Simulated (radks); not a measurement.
Values are calculated unless marked as measured or tabulated.
Numerical settings for the mercury ion Hg45+, [Ar] 3d10 4s2 4p5. Code: a radial shooting solver on a logarithmic mesh with Libxc functionals. Model: Dirac Kohn-Sham, PBE, spin-unpolarised, spherical densities, point nucleus; open shells fill j = l - 1/2 first. The defaults (mesh step 0.008 in ln r, mesh end at 40 bohr or more with all orbitals vanishing there, Anderson mixing 0.5 over 9 steps, residual threshold near 1e-9 with the energy settled to 1e-9 hartree or 1e-11 of itself, here a cap of 65 iterations) give E = -18285.621 hartree and 4p3/2 at -2388.2 eV in 14 iterations. Run on one thread of a shared host, so times are rough (Arm Neoverse N1): 0.13 s of CPU time, 0.13 s wall, 14 iterations on 2476 mesh points. Changes against that run (0 stands for a change within the tolerance of the run):

| setting | iterations | converged | E (mhartree) | e(4p3/2) (meV) | CPU (s) |
|---|---|---|---|---|---|
| mesh step in ln r 0.08 | 2 | no | diverged | - | 0.03 |
| mesh step in ln r 0.2 | 2 | no | diverged | - | 0.01 |
| mesh step in ln r 0.003 | 14 | yes | 0 | 0 | 0.32 |
| mesh end (bohr) 5 | 14 | yes | 0 | 0 | 0.13 |
| mesh end (bohr) 8 | 14 | yes | 0 | 0 | 0.13 |
| residual threshold 1e-13 | 19 | yes | 0 | 0 | 0.15 |
| residual threshold 0.001 | 7 | yes | 0 | -7.89 | 0.09 |
| mixing 0.2 | 15 | yes | 0 | 0 | 0.14 |
| linear mixing, mixing 0.8 | 15 | yes | 0 | 0 | 0.13 |
| linear mixing, mixing 0.2 | 65 | no | 0 | -0.207 | 0.46 |
| mixing history 20 | 20 | yes | 0 | 0 | 0.17 |
| iteration cap 2 | 2 | no | +5.53e+04 | -6.06e+05 | 0.03 |

No run marked as converged misses the energy by more than 1 mhartree. A mesh that ends early acts as a hard wall.
